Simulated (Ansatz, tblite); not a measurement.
(X3Sn)2Y: vertical triplet (eV) at several levels, gas phase, relaxed structures; Ansatz, xTB through tblite. Core potentials for Sn in the def2 sets, no spin–orbit coupling. xTB has no spin-polarisation term. The structures are stationary points that may keep the symmetry of their start.

| species | state | geometry | GFN1-xTB | GFN2-xTB | PBE-D4/def2-TZVP | r2SCAN-D4/def2-TZVP | PBE0-D4/def2-TZVP |
| --- | --- | --- | --- | --- | --- | --- | --- |
| (H3Sn)2Se (Sn2H6Se) | singlet | PBE0-D4/def2-SVP | 4.84 | 3.38 | 3.90 | 4.09 | 4.11 |
| (H3Sn)2O (Sn2OH6) | singlet | PBE0-D4/def2-SVP | 6.48 | 5.26 | 4.53 | 4.75 | 4.83 |
| (H3Sn)2S (Sn2H6S) | singlet | r2SCAN-D4/def2-SVP | 5.18 | 4.17 | 4.13 | 4.31 | 4.34 |
| (F3Sn)2NH (Sn2NF6H) | singlet | PBE0-D4/def2-SVP | 2.27 | 3.08 | 3.51 | 3.57 | 3.73 |
| (H3Sn)2NH (Sn2NH7) | singlet | r2SCAN-D4/def2-SVP | 5.21 | 4.85 | 3.98 | 4.06 | 4.15 |
| (H3Sn)2CH2 (CH8Sn2) | singlet | PBE0-D4/def2-SVP | 6.17 | 5.94 | 5.63 | 5.80 | 5.95 |

Over the 6 species that have every level, the mean is 5.02 at GFN1-xTB, 4.45 at GFN2-xTB, 4.28 at PBE-D4/def2-TZVP, 4.43 at r2SCAN-D4/def2-TZVP, 4.52 at PBE0-D4/def2-TZVP.
